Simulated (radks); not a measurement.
Spherical quantum dot in the effective-mass picture: electrons in a parabolic well V = omega^2 r^2 / 2 with omega = 1.46, with a point charge +1 (a donor) at the centre, all in effective atomic units (hartree* = m*/eps^2 hartree, bohr* = eps/m* bohr), one dielectric constant everywhere. Calculated with a radial shooting solver with Libxc functionals: non-relativistic Kohn-Sham, LDA (Slater exchange, Perdew-Wang correlation), spin-polarised, spherical densities. Levels are named by radial order and angular momentum (1s, 1p, 1d, 2s, ...), and open shells are averaged over m. Results are scaled to m* = 0.302 and eps = 11.8, for which hartree* = 59.02 meV and bohr* = 2.068 nm. Each electron was tried in the lowest free levels, single moves between levels near the top were tried too, and the lowest total energy was kept; such a search can miss a lower state. At N = 1 the Hartree and exchange-correlation terms need not cancel, so that row can carry a self-interaction error.

N        open shells  2S  mu = E(N) - E(N-1) (meV)  addition energy mu(N+1) - mu(N) (meV)  e(HOMO) (meV)  rms radius (nm)
1   1s(up 1, down 0)   1                    41.270                                  63.26         65.874            1.765
2               none   0                    104.53                                  145.0         127.81            1.889
3   1p(up 1, down 0)   1                    249.57                                  35.50         267.12            2.237
4   1p(up 2, down 0)   2                    285.07                                  35.93         303.06            2.425
5   1p(up 3, down 0)   3                    321.00                                  45.25         338.88            2.557
6   1p(up 3, down 1)   2                    366.26                                  32.67         382.48            2.669
7   1p(up 3, down 2)   1                    398.93                                  32.93         415.41            2.762
8               none   0                    431.86                                  87.90         448.26            2.843
9   2s(up 1, down 0)   1                    519.76                                  33.57         534.75            2.962
10              none   0                    553.33                                  35.96         568.16            3.064
11  1d(up 1, down 0)   1                    589.29                                  27.74         603.18            3.155
12  1d(up 2, down 0)   2                    617.03                                  27.56         630.84            3.236
13  1d(up 3, down 0)   3                    644.59                                  27.34         658.30            3.309
14  1d(up 4, down 0)   4                    671.94                                  27.10         685.53            3.376
15  1d(up 5, down 0)   5                    699.04                                  33.57         712.50            3.438
16  1d(up 5, down 1)   4                    732.61                                  25.87         745.56            3.498
17  1d(up 5, down 2)   3                    758.48                                  25.75         771.38            3.554
18  1d(up 5, down 3)   2                    784.23                                  25.59         797.05            3.608
19  1d(up 5, down 4)   1                    809.81                                  25.40         822.54            3.659
20              none   0                    835.21                                  79.24         847.85            3.707
21  1f(up 1, down 0)   1                    914.45                                  23.35         926.14            3.768
22  1f(up 2, down 0)   2                    937.80                                  23.23         949.44            3.825
23  1f(up 3, down 0)   3                    961.03                                  23.10         972.60            3.879
24  1f(up 4, down 0)   4                    984.14                                      -         995.64            3.930

All shells are closed at N = 2, 8, 10, 20 (there: 1s2 1p6 1d10 2s2); the second difference of the energy has clear peaks (12 % above both neighbours; the first and last values, which can be the largest, are not judged, and half-filled shells can peak too) at N = 2, 5, 8, 15, 20.
